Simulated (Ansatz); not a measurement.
Isomers of C3H10OSi, B3LYP-D3(BJ)/def2-TZVP minima from an xTB search, which can miss the lowest.
Isomer 1, SMILES C[Si](C)(C)O (charge 0, multiplicity 1):
```xyz
15

C      1.501    -0.407    -0.996
Si     0.153    -0.072     0.249
C     -0.382     1.723     0.191
C     -1.333    -1.171    -0.061
O      0.837    -0.425     1.725
H      1.822    -1.450    -0.953
H      1.156    -0.202    -2.012
H      2.374     0.221    -0.804
H     -0.799     1.977    -0.787
H      0.462     2.391     0.379
H     -1.150     1.937     0.939
H     -1.767    -0.975    -1.045
H     -2.117    -1.003     0.682
H     -1.056    -2.227    -0.021
H      0.298    -0.316     2.512
```
Isomer 2, SMILES CO[SiH](C)C (charge 0, multiplicity 1):
```xyz
15

C      2.28772    -0.36632    -0.12929
O      0.98208    -0.85579     0.10948
Si    -0.39372    -0.07762    -0.37645
C     -1.81319    -1.20528     0.05052
C     -0.55726     1.59086     0.45588
H      2.44618    -0.14552    -1.19072
H      3.00187    -1.13194     0.17508
H      2.48655     0.54219     0.44871
H     -0.32240     0.14238    -1.84913
H     -1.86409    -1.37236     1.12850
H     -1.70185    -2.17500    -0.43744
H     -2.76301    -0.77099    -0.27008
H     -1.46985     2.09515     0.12804
H      0.28330     2.24521     0.21467
H     -0.60234     1.48504     1.54224
```

Cores are frozen in the correlated methods. MP2 and its Hartree–Fock in cc-pV(Q+d)Z are density fitted.

Run with Ansatz (a quantum-chemistry and plane-wave program) with Gaussian orbitals. Each number belongs to the level named beside it.

The energy of isomer 2 above isomer 1 is E(isomer 2) − E(isomer 1). Total energies (hartree):

```json
[
 {"level": "HF/cc-pV(T+d)Z", "isomer 2": "-483.3710849", "isomer 1": "-483.4031530"},
 {"level": "MP2/cc-pV(T+d)Z", "isomer 2": "-484.2689893", "isomer 1": "-484.3093196"},
 {"level": "HF/cc-pV(Q+d)Z", "isomer 2": "-483.3887389", "isomer 1": "-483.4208019"},
 {"level": "MP2/cc-pV(Q+d)Z", "isomer 2": "-484.3479258", "isomer 1": "-484.3890070"},
 {"level": "CCSD(T)/cc-pV(T+d)Z", "isomer 2": "-484.3590431", "isomer 1": "-484.3969152"}
]
```

Q: Work out the energy of isomer 2 above isomer 1 at the basis-set limit: extrapolate the MP2 correlation part as X⁻³, take Hartree–Fock from the larger set, and add the CCSD(T) − MP2 difference of cc-pV(T+d)Z.

A: 
1. Differences (1 hartree = 627.509 kcal/mol): HF/cc-pV(T+d)Z 20.123; MP2/cc-pV(T+d)Z 25.308; HF/cc-pV(Q+d)Z 20.120; MP2/cc-pV(Q+d)Z 25.779; CCSD(T)/cc-pV(T+d)Z 23.765.
2. Correlation parts, MP2 less HF: 5.185 in cc-pV(T+d)Z (X = 3), 5.659 in cc-pV(Q+d)Z (X = 4).
3. Limit (4³·(5.659) − 3³·(5.185))/(4³ − 3³) = 6.005; with HF/cc-pV(Q+d)Z it gives 26.125.
4. CCSD(T) less MP2 in cc-pV(T+d)Z: -1.542.
Result: 24.58 kcal/mol, against 25.31 at MP2/cc-pV(T+d)Z. It is an estimate of this method's limit, not of the exact value.
